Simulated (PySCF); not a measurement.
Computed IR spectrum (relative IR intensity) of a molecule C6H6N, multiplicity 2. The structure is a stationary point at PBE-D3(BJ)/def2-SVP. One conformer was computed; it need not be the lowest. These are PBE-D3(BJ)/def2-SVP in PySCF values and carry that method's errors. Frequencies are harmonic and unscaled.

Lines under 2 % of the strongest are left out, and lines within 2 cm⁻¹ are merged.

```tsv
ν (cm⁻¹)	relative intensity
207	3.6
340	7.5
394	3.3
466	100
524	16
709	21
793	3.0
1012	2.7
1298	8.3
1366	6.7
1459	21
1539	2.1
1567	28
1640	48
3084	4.4
3117	3.1
3132	3.7
3496	12
3609	8.9
```

### Question
Which structure fits?
A. Nc1c[c]ccc1
B. Cc1ccc[c]n1
C. [NH]c1ccccc1
D. Nc1[c]cccc1

### Answer
D, Nc1[c]cccc1
